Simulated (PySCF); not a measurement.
Be2F2, SMILES [F][Be][Be][F].

Geometry: PBE0-D3(BJ)/def2-TZVP. The values are those of a single conformer.

Two levels are set side by side: PBE/def2-TZVPD (PySCF) and M06-2X/def2-TZVPD (PySCF). Same geometry, gas phase. Differences are taken from unrounded values.

```tsv
quantity	M06-2X
orbital gap (eV)	8.47
highest occupied level (eV)	-9.33
lowest empty level (eV)	-0.87
mean polarisability (bohr³)	33.7
```

Question: What does PBE give, and how far is it from M06-2X? (Estimate from the structure and the level; the computed values follow.)

Answer: 
```json
[
 {"quantity": "orbital gap (eV)", "PBE": "4.88", "PBE minus M06-2X": "-3.59"},
 {"quantity": "highest occupied level (eV)", "PBE": "-7.17", "PBE minus M06-2X": "2.16"},
 {"quantity": "lowest empty level (eV)", "PBE": "-2.29", "PBE minus M06-2X": "-1.43"},
 {"quantity": "mean polarisability (bohr³)", "PBE": "37.0", "PBE minus M06-2X": "3.4"}
]
```

Without exact exchange PBE keeps part of each electron's self-repulsion, which lifts occupied levels and narrows the gap. PBE's more diffuse valence density responds more strongly to a field. Differences between two approximate levels are no errors against the true value.

Rough cost on one machine, each run with all the roots and properties that it gave: M06-2X against PBE about 5 times.
